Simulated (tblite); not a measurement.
Species: C₅H₁₀GeSi.
Atom-mapped SMILES: `[CH2:1]=[CH:2][CH2:3][C:4]#[C:5][SiH2:6][GeH3:7]` (hydrogens: H8, H9 on C1; H10 on C2; H11, H12 on C3; H13, H14 on Si6; H15, H16, H17 on Ge7)

Computed with GFN2-xTB (tblite), gas phase: L-BFGS steps from a force-field or distance-geometry start until the largest atomic force falls under 0.01 eV/Å.

Geometry at step 62:
```
atom  x, y, z in Å
C1     -2.3433    1.4007   -1.0219
C2     -2.5318    0.3362   -0.2669
C3     -2.0466   -1.0436   -0.6252
C4     -0.7092   -1.2140   -0.0853
C5      0.4157   -1.2980    0.3419
Si6     2.1364   -1.2374    1.0019
Ge7     2.8874    0.9757    0.9651
H8     -2.6798    2.3802   -0.7237
H9     -1.8466    1.3412   -1.9772
H10    -3.0174    0.4163    0.6959
H11    -2.7164   -1.8024   -0.2126
H12    -2.0005   -1.1648   -1.7107
H13     3.0047   -2.0787    0.1675
H14     2.1175   -1.7489    2.3768
H15     4.2978    1.1423    1.4491
H16     2.1214    1.9554    1.8192
H17     2.9037    1.6520   -0.3719
```

Question: Give the atomic forces at this geometry.

Answer: 
```
atom  Fx (eV/Å)  Fy (eV/Å)  Fz (eV/Å)
  C1     -0.031      0.042     -0.030
  C2      0.006     -0.036      0.026
  C3      0.006      0.025     -0.003
  C4      0.006      0.009     -0.028
  C5      0.025      0.042      0.024
 Si6     -0.030     -0.021     -0.015
 Ge7     -0.114      0.053      0.085
  H8      0.010     -0.042      0.002
  H9     -0.011     -0.015      0.007
 H10      0.003      0.039      0.015
 H11      0.023     -0.026      0.007
 H12      0.005      0.005     -0.027
 H13     -0.033     -0.014      0.008
 H14      0.008     -0.025      0.012
 H15      0.053      0.036      0.008
 H16      0.056     -0.080     -0.051
 H17      0.014      0.008     -0.040
```

The largest, 0.15 eV/Å, acts on Ge7; the rms over all components is 0.035 eV/Å. The forces sum to zero within rounding, as they must for an isolated molecule in no field.

Question: Give the force on Ge7 in Eh/bohr and in nN.

Answer: 0.152 eV/Å ÷ 51.422 = 0.00295 Eh/bohr, and 0.152 eV/Å × 1.602 = 0.24 nN.

Question: How far is this geometry from the end of the optimisation?

Answer: 0.029 eV above it, and 0.393 Å rms away after alignment. The bonds farthest from their final lengths, with half the difference of the two atoms' forces along the bond (positive lengthens):

```json
{"bond": "Ge7–H16", "now (Å)": "1.509", "final (Å)": "1.501", "force along bond (eV/Å)": "-0.12"}
{"bond": "C2–C3", "now (Å)": "1.506", "final (Å)": "1.502", "force along bond (eV/Å)": "-0.02"}
{"bond": "Ge7–H15", "now (Å)": "1.500", "final (Å)": "1.504", "force along bond (eV/Å)": "+0.07"}
{"bond": "C3–H11", "now (Å)": "1.093", "final (Å)": "1.096", "force along bond (eV/Å)": "+0.01"}
{"bond": "Ge7–H17", "now (Å)": "1.498", "final (Å)": "1.501", "force along bond (eV/Å)": "+0.05"}
```

The angle farthest from its final value is C4–C5–Si6, 174.1° against 178.3°.

What follows is the cost of the whole relaxation. On one thread, Intel Xeon at 2.50 GHz (x86_64), shared host, this took 3.2 s.
